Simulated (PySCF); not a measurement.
F2In (SMILES [F][In+][F]), charge +1, singlet, geometry from GFN2-xTB (such geometries of metal compounds can be far from the true shape) (core potentials on In); R2SCAN/def2-SVP run with PySCF.

PySCF was given this input:
```python
from pyscf import gto, scf, dft

mol = gto.Mole()
mol.atom = '''
    In    0.000000    0.000000    0.000000
    F     0.000000    0.000000    2.027818
    F    -0.000000   -0.000000   -2.027818
'''
mol.basis = 'def2-svp'
mol.ecp = {'In': 'def2-svp'}
mol.charge = 1
mol.spin = 0
mol.verbose = 4
mol.build()

mf = dft.RKS(mol)
mf.xc = 'r2scan'
mf.kernel()
```

### Question
What does PySCF print? Leave out banner, timings and long lists.

### Answer

```
PySCF version 2.14.0

[INPUT] verbose = 4
[INPUT] num. atoms = 3
[INPUT] num. electrons = 38
[INPUT] charge = 1
[INPUT] spin (= nelec alpha-beta = 2S) = 0
[INPUT] symmetry False subgroup None
[INPUT] Mole.unit = angstrom
[INPUT] Symbol           X                Y                Z      unit          X                Y                Z       unit  Magmom
[INPUT]  1 In     0.000000000000   0.000000000000   0.000000000000 AA    0.000000000000   0.000000000000   0.000000000000 Bohr   0.0
[INPUT]  2 F      0.000000000000   0.000000000000   2.027818000000 AA    0.000000000000   0.000000000000   3.832020650463 Bohr   0.0
[INPUT]  3 F      0.000000000000   0.000000000000  -2.027818000000 AA    0.000000000000   0.000000000000  -3.832020650463 Bohr   0.0

nuclear repulsion = 109.21131125674
number of shells = 22
number of NR pGTOs = 109
number of NR cGTOs = 54
basis = def2-svp
ecp = {'In': 'def2-svp'}

******** <class 'pyscf.dft.rks.RKS'> ********
method = RKS
initial guess = minao
damping factor = 0
level_shift factor = 0
DIIS = <class 'pyscf.scf.diis.CDIIS'>
diis_start_cycle = 1
diis_space = 8
diis_damp = 0
SCF conv_tol = 1e-09
SCF conv_tol_grad = None
SCF max_cycles = 50
direct_scf = True
direct_scf_tol = 1e-13
XC library pyscf.dft.libxc version 7.1.2
    S. Lehtola, C. Steigemann, M. J. T. Oliveira, and M. A. L. Marques,  SoftwareX 7, 1–5 (2018)
XC functionals = r2scan
    J. W. Furness, A. D. Kaplan, J. Ning, J. P. Perdew, and J. Sun,  J. Phys. Chem. Lett. 11, 8208–8215 (2020)
    J. W. Furness, A. D. Kaplan, J. Ning, J. P. Perdew, and J. Sun,  J. Phys. Chem. Lett. 11, 9248–9248 (2020)
    J. W. Furness, A. D. Kaplan, J. Ning, J. P. Perdew, and J. Sun,  J. Phys. Chem. Lett. 11, 8208–8215 (2020)
    J. W. Furness, A. D. Kaplan, J. Ning, J. P. Perdew, and J. Sun,  J. Phys. Chem. Lett. 11, 9248–9248 (2020)
radial grids:
    Treutler-Ahlrichs [JCP 102, 346 (1995); DOI:10.1063/1.469408] (M4) radial grids

becke partition: Becke, JCP 88, 2547 (1988); DOI:10.1063/1.454033
pruning grids: <function nwchem_prune>
grids dens level: 3
symmetrized grids: False
atomic radii adjust function: <function treutler_atomic_radii_adjust>
small_rho_cutoff = 0
Set gradient conv threshold to 3.16228e-05
Initial guess from minao.
tot grids = 50400
init E= -368.682688633242
  HOMO = -0.812773136183844  LUMO = -0.748446304406155  gap/eV = 1.75042
cycle= 1 E= -388.890556106254  delta_E= -20.2  |g|= 1.63  |ddm|=   12
  HOMO = -0.616489879787481  LUMO = -0.368784526054544  gap/eV = 6.74041
cycle= 2 E= -388.786620461541  delta_E= 0.104  |g|= 1.65  |ddm|=  3.8
  HOMO = -0.500016217036882  LUMO = -0.417986904492412  gap/eV = 2.23213
cycle= 3 E= -389.085007609577  delta_E= -0.298  |g|= 1.09  |ddm|= 2.44
  HOMO = -0.601747461961256  LUMO = -0.471355762903801  gap/eV = 3.54814
cycle= 4 E= -389.313400655284  delta_E= -0.228  |g|= 0.152  |ddm|=  1.1
  HOMO = -0.581323685683435  LUMO = -0.461177981035522  gap/eV = 3.26933
cycle= 5 E= -389.318154647019  delta_E= -0.00475  |g|= 0.0293  |ddm|= 0.185
  HOMO = -0.582824598774552  LUMO = -0.46121382928111  gap/eV = 3.30920
cycle= 6 E= -389.31834498089  delta_E= -0.00019  |g|= 0.00265  |ddm|= 0.0333
  HOMO = -0.583115245852775  LUMO = -0.46141976695316  gap/eV = 3.31150
cycle= 7 E= -389.318346161238  delta_E= -1.18e-06  |g|= 0.000129  |ddm|= 0.00158
  HOMO = -0.583132009392727  LUMO = -0.461428880967162  gap/eV = 3.31171
cycle= 8 E= -389.318346164001  delta_E= -2.76e-09  |g|= 2.5e-05  |ddm|= 8.8e-05
  HOMO = -0.583134251636696  LUMO = -0.461428806156185  gap/eV = 3.31177
cycle= 9 E= -389.318346164154  delta_E= -1.53e-10  |g|= 3.65e-06  |ddm|= 3.96e-05
  HOMO = -0.58313314233571  LUMO = -0.461428614526202  gap/eV = 3.31175
Extra cycle  E= -389.31834616413  delta_E= 2.41e-11  |g|= 1.13e-05  |ddm|= 1.68e-05
converged SCF energy = -389.31834616413
```
